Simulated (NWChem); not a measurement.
The numbers come from NWChem runs, not from measurements. System: SSn, charge 0, spin multiplicity 1, at a geometry optimised with PBE0/def2-SVP with def2 effective core potentials on Sn. The structure started from a generated list of species. Level: CR-CCSD(T)/def2-TZVP with def2 effective core potentials on Sn, 9 core orbitals frozen.

Job file:

```
start mol
memory heap 100 mb stack 700 mb global 1900 mb
geometry units angstroms nocenter noautoz
  Sn     0.000000     0.000000     0.538800
  S      0.000000     0.000000    -1.683750
  symmetry group C2v
end
basis spherical
  * library def2-tzvp
end
ecp
  Sn library def2-ecp
end
scf
  rhf
  nopen 0
  maxiter 100
  thresh 1e-7
  semidirect memsize 60000000 filesize 0
end
tce
  freeze core 9
  cr-ccsd(t)
  2eorb
  2emet 13
  thresh 1e-6
  maxiter 100
  tilesize 24
end
task tce energy
```

NWChem printed:

```
             Northwest Computational Chemistry Package (NWChem) 7.3.0
             --------------------------------------------------------

                                NWChem Input Module
                                -------------------

 Scaling coordinates for geometry "geometry" by  1.889725989
 (inverse scale =  0.529177249)

 Turning off AUTOSYM since
 SYMMETRY directive was detected!

                             Geometry "geometry" -> ""
                             -------------------------

 Output coordinates in angstroms (scale by  1.889725989 to convert to a.u.)

  No.       Tag          Charge          X              Y              Z
 ---- ---------------- ---------- -------------- -------------- --------------
    1 Sn                  50.0000     0.00000000     0.00000000     0.53880000
    2 S                   16.0000     0.00000000     0.00000000    -1.68375000

 Effective nuclear repulsion energy (a.u.)     190.4757144720

            Nuclear Dipole moment (a.u.)
            ----------------------------
        X                 Y               Z
 ---------------- ---------------- ----------------
     0.0000000000     0.0000000000    -0.0000000000

      Symmetry information
      --------------------

 Group name             C2v
 Group number             16
 Group order               4
 No. of unique centers     2

      Symmetry unique atoms

     1    2


 Summary of "ao basis" -> "" (spherical)
 ------------------------------------------------------------------------------
       Tag                 Description            Shells   Functions and Types
 ---------------- ------------------------------  ------  ---------------------
 *                         def2-tzvp                  on all atoms

 Summary of "ao basis" -> "ao basis" (spherical)
 ------------------------------------------------------------------------------
       Tag                 Description            Shells   Functions and Types
 ---------------- ------------------------------  ------  ---------------------
 Sn                        def2-tzvp                16       50   6s5p3d2f
[...]
            Beta electrons :    19
           No. of orbitals :   174
            Alpha orbitals :    87
             Beta orbitals :    87
        Alpha frozen cores :     9
         Beta frozen cores :     9
     Alpha frozen virtuals :     0
      Beta frozen virtuals :     0
         Spin multiplicity : singlet
    Number of AO functions :    87
       Number of AO shells :    29
        Use of symmetry is : on
      Symmetry adaption is : on
         Schwarz screening : 0.10D-09

          Correlation Information
          -----------------------
          Calculation type : Coupled-cluster singles & doubles w/ perturbation
   Perturbative correction : Completely renormalized (T)
            Max iterations :      100
        Residual threshold : 0.10D-05
     T(0) DIIS level shift : 0.00D+00
     L(0) DIIS level shift : 0.00D+00
     T(1) DIIS level shift : 0.00D+00
     L(1) DIIS level shift : 0.00D+00
     T(R) DIIS level shift : 0.00D+00
     T(I) DIIS level shift : 0.00D+00
   CC-T/L Amplitude update :  5-th order DIIS
                I/O scheme : Global Array Library
        L-threshold :  0.10D-05
        EOM-threshold :  0.10D-05
 no EOMCCSD initial starts read in
 TCE RESTART OPTIONS
 SLICE:      F
 D4D5:       F
 quantumc:   F
 qrotation:  F
 pwtce:      F
 qducc:      F
 nacto:                         0
 nrotv:                         0
 nrot:                          0

            Memory Information
            ------------------
          Available GA space size is     249029231 doubles
          Available MA space size is     104836644 doubles

 Maximum block size supplied by input
 Maximum block size        24 doubles

 tile_dim =     17

 -------------------------------------------------

 Global array virtual files algorithm will be used

 Parallel file system coherency ......... OK

 4-electron integrals stored in orbital form

 v2    file size   =          2095745
 4-index algorithm nr.  13 is used
 imaxsize =       30
 imaxsize ichop =        0


CCSD iterations
 ---------------------------------------------------------
 Iter          Residuum       Correlation     Cpu    Wall
 ---------------------------------------------------------
    1   0.1469853099203  -0.4687203228364     0.3     0.3
    2   0.0351852998959  -0.4595796194051     0.3     0.3
    3   0.0116967637111  -0.4689014750452     0.3     0.3
    4   0.0070984517407  -0.4688205812002     0.3     0.3
    5   0.0027254050965  -0.4699155991592     0.3     0.3
    6   0.0015673615361  -0.4700725332634     0.3     0.3
    7   0.0012639355531  -0.4700638206688     0.3     0.3
    8   0.0005720519508  -0.4701153950600     0.3     0.3
    9   0.0005377090223  -0.4700960610582     0.3     0.3
   10   0.0002561121926  -0.4701300975667     0.3     0.3
   11   0.0000347361910  -0.4701429695424     0.3     0.3
   12   0.0000131000865  -0.4701433276507     0.3     0.3
   13   0.0000065004215  -0.4701435986802     0.3     0.3
   14   0.0000034332300  -0.4701436673731     0.3     0.3
   15   0.0000018916212  -0.4701436130276     0.3     0.3
   16   0.0000006796326  -0.4701436037140     0.3     0.3
 -----------------------------------------------------------------
 Iterations converged
 CCSD correlation energy / hartree =        -0.470143603714008
 CCSD total energy / hartree       =      -611.407258024504245

 Singles contributions

 Doubles contributions
 CR-CCSD(T)

 CR-CCSD[T]  correction energy / hartree =        -0.018887073600394
 CR-CCSD[T] correlation energy / hartree =        -0.489030677314402
 CR-CCSD[T] total energy / hartree       =      -611.426145098104598
 CR-CCSD(T)  correction energy / hartree =        -0.017270146230461
 CR-CCSD(T) correlation energy / hartree =        -0.487413749944468
 CR-CCSD(T) total energy / hartree       =      -611.424528170734675

 Task  times  cpu:       22.4s     wall:       22.4s

 Total times  cpu:       22.4s     wall:       22.4s
```
